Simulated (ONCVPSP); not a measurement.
**Potentials for V (Z = 23) compared**

Generated with ld1.x 7.5 (TM, RRKJ, ultrasoft, PAW), atompaw 4.2 or ONCVPSP 4.0.1. The cutoff is in Ry: for ld1.x and atompaw files where the sum of valence levels is converged to 10 mRy in a Bessel basis, for ONCV files where the hardest occupied wave has 1 mHa per electron of residual kinetic energy. The error is the largest all-electron minus pseudo excitation energy over each file’s own four to seven test configurations (ionisations up to +4, promotions, holes and added fractions of an electron), all of which were solved. The labels leave out finer settings (local radius, basis sizes, second energies), which also bear on the numbers. Spin-polarised tests are not counted. The rows are a selection from randomly drawn settings: files with unsolved tests, undetermined cutoffs or missed reference levels are left out.

A true bound ghost makes a file unfit for plane-wave use even where its test errors are small: the radial tests pick states by their node count and pass the ghost by.

| potential | cutoff (Ry) | largest error (meV) | bound ghosts |
| --- | --- | --- | --- |
| ONCV, LDA (Perdew-Wang 92), scalar-relativistic, rc 1.70/1.60/2.35 (spd), local smoothed, core correction yes, reference 3s2 3p6 3d3 4s1.75, qcut 7.6/9.6/8, projectors 2/2/2 | 50 | +2.3 | none |
| ONCV, LDA (Perdew-Wang 92), scalar-relativistic, rc 1.60/1.70/1.10 (spd), local d, core correction no, reference 3s2 3p6 3d3 4s1.75 4p0.25, qcut 5.7/7.2/9.2, projectors 2/2/0 | 308 | +14 | none |
| ONCV, LDA (Perdew-Wang 92), scalar-relativistic, rc 1.80/1.25/2.20/2.25 (spdf), local smoothed, core correction yes, reference 3s2 3p6 3d3 4s1, qcut 6.5/11.9/7.6/5.5, projectors 2/2/2/2 | 85 | +188 | f |
| ONCV, PBE, scalar-relativistic, rc 1.85/1.00/1.20 (spd), local smoothed, core correction yes, reference 3s2 3p6 3d3 4s1, qcut 7.1/9/13.9, projectors 2/2/2 | 129 | -272 | none |
| ONCV, PBEsol, scalar-relativistic, rc 1.55/1.50/1.30 (spd), local smoothed, core correction yes, reference 3s2 3p6 3d3 4s2, qcut 9.2/9.8/11.5, projectors 2/2/2 | 97 | +6.2 | none |
| ONCV, PBE, scalar-relativistic, rc 0.90/1.65/1.20/1.60 (spdf), local smoothed, core correction yes, reference 3s2 3p6 3d3, qcut 6.6/9.9/16/7.8, projectors 2/2/3/2 | 265 | +6.9 | none |

(1) Fill in the row for V: ONCV, PBEsol, scalar-relativistic, rc 1.45/1.55/2.20 (spd), local smoothed, core correction yes, reference 3s2 3p6 3d3, qcut 8/9.9/6.8, projectors 2/2/1.

(2) Fill in the row for V: ONCV, Wu-Cohen, scalar-relativistic, rc 1.50/1.35/2.20/1.75 (spdf), local smoothed, core correction yes, reference 3s2 3p6 3d2, qcut 8.6/12/7.9/6.7, projectors 2/3/2/2.

Answers

(1) cutoff 54 Ry, largest error -299 meV, bound ghosts: none.

(2) cutoff 48 Ry, largest error -378 meV, bound ghosts: none.
